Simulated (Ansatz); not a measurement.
Geometry optimisation, UKS PBE0-D4/6-31G in Ansatz.

The input (input.yaml):

```yaml
crystal:
  periodic: [false, false, false]
  atoms:
    - { symbol: C, position_ang: [-1.6082, 0.1808, -0.8608] }
    - { symbol: C, position_ang: [-0.8398, -0.9649, -0.3843] }
    - { symbol: O, position_ang: [-0.0813, -1.4452, -1.4504] }
    - { symbol: Al, position_ang: [0.4159, -0.4041, 1.1454] }
    - { symbol: Si, position_ang: [1.9512, 1.2736, 0.8122] }
    - { symbol: H, position_ang: [-0.9897, 1.0543, -1.2336] }
    - { symbol: H, position_ang: [-2.2715, 0.617, -0.0495] }
    - { symbol: H, position_ang: [-2.2741, -0.0753, -1.7171] }
    - { symbol: H, position_ang: [-1.5293, -1.737, 0.0159] }
    - { symbol: H, position_ang: [0.2558, -2.3531, -1.1477] }
    - { symbol: H, position_ang: [0.1728, -1.1166, 2.595] }
    - { symbol: H, position_ang: [1.8979, 1.7629, -0.5435] }
    - { symbol: H, position_ang: [3.2416, 0.7692, 1.0844] }
    - { symbol: H, position_ang: [1.6457, 2.4091, 1.7627] }
magnetization:
  spin_polarized: true
basis:
  gaussian: { orbitals: "6-31G" }
hamiltonian:
  xc: pbe0
  dispersion: d4
relax:
  f_tol: 0.02
  max_steps: 50
output:
  orbitals: {}
```

Run as:

```bash
$ ansatz run input.yaml --threads 2 --pin off --max-ram 3072MiB --backend cpu --events-out ev --progress --plain --runs-dir out
```

**Question.** Where does it end, and by what steps?

**Answer.** The run converged. The force dipped under the threshold on the way, but the program's further checks kept it going. Limits of this set-up: no polarisation functions. After 27 steps the energy has fallen by 1.112 eV; O3 moved furthest, 0.88 Å. Joined: O3–Al4 (2.84 → 1.98 Å).

| step | energy less start (eV) | largest force component (eV/Å) | accepted |
| --- | --- | --- | --- |
| 0 | 0.0000 | 3.000 | yes |
| 1 | -0.5188 | 1.331 | yes |
| 2 | -0.6010 | 0.429 | yes |
| 3 | -0.6138 | 0.714 | yes |
| 4 | -0.6430 | 0.477 | yes |
| 5 | -0.6616 | 1.509 | yes |
| 6 | -0.7401 | 1.224 | yes |
| 7 | -0.9116 | 0.676 | yes |
| 8 | -1.0521 | 0.634 | yes |
| 9 | -1.0355 | 1.031 | no |
| 10 | -1.0973 | 0.139 | yes |
| 11 | -1.0508 | 0.730 | no |
| 12 | -1.1047 | 0.077 | yes |
| 13 | -1.1080 | 0.037 | yes |
| 14 | -1.1086 | 0.041 | yes |
| 15 | -1.1091 | 0.033 | yes |
| 16 | -1.1095 | 0.028 | yes |
| 17 | -1.1100 | 0.038 | yes |
| 18 | -1.1104 | 0.081 | yes |
| 19 | -1.1106 | 0.086 | yes |
| 20 | -1.1109 | 0.071 | yes |
| 21 | -1.1112 | 0.044 | yes |
| 22 | -1.1114 | 0.044 | yes |
| 23 | -1.1116 | 0.049 | yes |
| 24 | -1.1119 | 0.034 | yes |
| 25 | -1.1121 | 0.013 | yes |
| 26 | -1.1122 | 0.016 | yes |
| 27 | -1.1123 | 0.018 | yes |

```xyz
14
Properties=species:S:1:pos:R:3
C -1.639 0.207 -1.095
C -1.140 -0.777 -0.076
O 0.129 -1.501 -0.594
Al 0.436 -0.579 1.132
Si 1.933 1.340 0.858
H -0.859 0.921 -1.375
H -2.470 0.774 -0.657
H -2.010 -0.275 -2.011
H -1.874 -1.542 0.199
H 0.044 -2.343 -1.070
H 0.584 -1.652 2.325
H 1.553 2.209 -0.320
H 3.376 0.942 0.643
H 1.925 2.246 2.069
```

Time of the run: 80 s on 2 threads of AMD EPYC 7R13 Processor (Zen 3) (shared host), peak memory 0.26 GiB.
